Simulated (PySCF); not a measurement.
HOSn, SMILES [OH+]=[Sn] (connectivity only; charge and spin as stated), charge +1, multiplicity 1.

Geometry optimised at B3LYP-D3(BJ)/def2-TZVP. The isomer is the one that the SMILES or the coordinates give; other isomers of the formula were not compared. The def2 effective core potentials stand for the cores of Sn; spin–orbit coupling is left out.

Computed with IEF-PCM-PBE0/def2-TZVPD (PySCF).

The values are the electrostatic part of the solvation free energy, E(continuum) − E(gas) at the gas-phase geometry, in a cavity of scaled van der Waals radii (PySCF's table); cavitation and dispersion terms are not included. A continuum can't describe solvent molecules that bind to the metal. In vacuum the orbital gap is 6.93 eV.

Task: Estimate the values in water (ε = 78.36), chlorobenzene (ε = 5.70), dimethylsulfoxide (ε = 46.83). (Estimate from the structure and the level; the computed values follow.)

Result: 
```json
[
 {"solvent": "water", "ε": "78.36", "ΔG(elec) (kcal/mol)": "-62.4", "gap (eV)": "7.19"},
 {"solvent": "chlorobenzene", "ε": "5.70", "ΔG(elec) (kcal/mol)": "-51.9", "gap (eV)": "7.12"},
 {"solvent": "dimethylsulfoxide", "ε": "46.83", "ΔG(elec) (kcal/mol)": "-61.8", "gap (eV)": "7.19"}
]
```
